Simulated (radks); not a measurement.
The numbers below are computed, except where a source is named.
Excited configurations of Ni2+: one electron is placed in a higher orbital outside [Ar] 3d7. The ground configuration is [Ar] 3d8. Code: a radial shooting solver on a logarithmic mesh with Libxc functionals. Model: Dirac Kohn-Sham, LDA (Slater exchange, Perdew-Wang correlation), spin-unpolarised, spherical densities, finite nucleus; open shells fill j = l - 1/2 first; Fermi nuclear charge, rms radius 3.7757 fm. Excitation = E - E(ground); binding = E(ion) - E, where the ion is the core of charge +3; n* = 3/sqrt(2 binding) in atomic units, and the quantum defect is n - n*.

| outer orbital | excitation (eV) | binding (eV) | n* | quantum defect | eigenvalue (eV) | <r> (bohr) |
|---|---|---|---|---|---|---|
| 4s1/2 | 8.748 | 28.926 | 2.058 | 1.942 | -24.256 | 2.242 |
| 4d3/2 | 24.974 | 12.699 | 3.105 | 0.895 | -10.255 | 3.890 |
| 4f5/2 | 29.928 | 7.745 | 3.976 | 0.024 | -6.215 | 5.854 |
| 5p1/2 | 26.908 | 10.765 | 3.373 | 1.627 | -9.129 | 5.533 |
| 6s1/2 | 30.188 | 7.485 | 4.045 | 1.955 | -6.457 | 8.364 |
| 6d3/2 | 32.785 | 4.888 | 5.005 | 0.995 | -4.179 | 11.89 |
| 7s1/2 | 32.787 | 4.886 | 5.006 | 1.994 | -4.245 | 12.86 |
| 7d3/2 | 34.220 | 3.453 | 5.955 | 1.045 | -2.987 | 17.31 |
| 7f5/2 | 34.983 | 2.690 | 6.747 | 0.253 | -2.320 | 21.48 |

Estimate the row for 5f5/2.

Answer. excitation (eV) 32.544; binding (eV) 5.130; n* 4.886; quantum defect 0.114; eigenvalue (eV) -4.285; <r> (bohr) 10.10. The Delta-SCF ionisation energy is 37.673 eV (NIST Atomic Spectra Database: 35.19 eV, measured). Self-interaction in the functional shifts the binding energies and quantum defects, so they are the method's values and not measured ones. Spin polarisation and multiplet splitting are left out, so open shells lie too high by an amount that depends on their filling.

Beside tabulated values, note that spin-unpolarised runs miss the spin-polarisation part of the exchange energy of open shells.
